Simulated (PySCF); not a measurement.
## BiO⁺: frontier orbitals

r²SCAN at R = 1.884 Å; Bi def2-SVP with ECP60, O def2-SVP; scalar-relativistic core potentials (PySCF 2.14). State: ¹Σ⁺ (singlet), closed shell. Only the outer orbitals are listed, counted within each symmetry, core potentials removing the inner ones.

```tsv
orbital	occ.	ε (eV)	on Bi (%)	main shells (%)
5σ	2	-30.23	23	75 O s, 11 Bi s
6σ	2	-22.11	83	81 Bi s, 12 O s
7σ	2	-14.79	32	64 O p, 26 Bi p
3π	2	-14.57	27	73 O p, 25 Bi p
3π	2	-14.57	27	73 O p, 25 Bi p
4π	0	-10.77	77	75 Bi p, 23 O p
4π	0	-10.77	77	75 Bi p, 23 O p
8σ	0	-6.79	85	74 Bi p, 18 O p, 8 Bi d
```

Q: Which are the highest filled and the lowest empty level, where do they sit, and how wide is the gap?

A: Highest filled 3π at -14.57 eV (in %: 73 O p, 25 Bi p); lowest empty 4π at -10.77 eV (in %: 75 Bi p, 23 O p); the gap at r²SCAN is 3.80 eV.

| Item | Value |
| --- | --- |
| bond order (Mayer) | 2.37 |
| ⟨S²⟩ | 0.000 |
| charge on Bi (Mulliken, basis-dependent) | 1.35 |
| charge on Bi (Löwdin, basis-dependent) | 1.26 |
| dipole moment (positive dipole points towards O; it is taken about the centre of mass and depends on that origin) | -3.46 D |

These are scalar-relativistic numbers at best; spin–orbit coupling would shift them, the dissociation energy most.
